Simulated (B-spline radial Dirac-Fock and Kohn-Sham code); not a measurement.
## X-ray scattering factor of Pb¹⁵⁺

System: the Pb¹⁵⁺ ion, 1s2 2s2 2p6 3s2 3p6 3d10 4s2 4p6 4d10 4f14 5s2 5p5.

Calculated with a radial atomic solver, using configuration-average Dirac-Fock orbitals. f₀ is the Fourier transform of the spherical electron density, S the Waller-Hartree incoherent function, and s = sin θ/λ. The electron scattering factor follows from the Mott-Bethe formula f_e = 0.023934 Å⁻¹·(Z − f₀)/s².

```
s (Å⁻¹)      f₀       S  f_e (Å)
      0  67.000   0.000        –
   0.07  66.524   0.432   75.591
   0.09  66.217   0.707   46.635
    0.1  66.037   0.867   38.207
   0.13  65.389   1.432   23.525
   0.15  64.873   1.873   18.218
   0.18  63.983   2.616   13.309
   0.22  62.598   3.727    9.594
   0.27  60.602   5.247    7.025
   0.32  58.379   6.845    5.521
   0.39  55.024   9.112    4.245
   0.47  51.056  11.659    3.353
   0.57  46.202  14.702    2.637
   0.68  41.278  17.818    2.108
   0.83  35.475  21.615    1.616
      1  30.112  25.351    1.242
    1.2  25.172  29.220    0.945
   1.45  20.688  33.524    0.698
   1.76  17.118  38.250    0.501
   2.12  14.613  42.924    0.359
   2.56  12.417  47.318    0.254
   3.09  10.055  51.044    0.180
   3.73   7.701  54.199    0.128
```

f₀ starts at the number of electrons, 67, and has fallen to half at s ≈ 0.89 Å⁻¹. The sum of ⟨r²⟩ over the electrons is 13.28 bohr². For an ion f_e diverges as s goes to zero, because of the net charge.
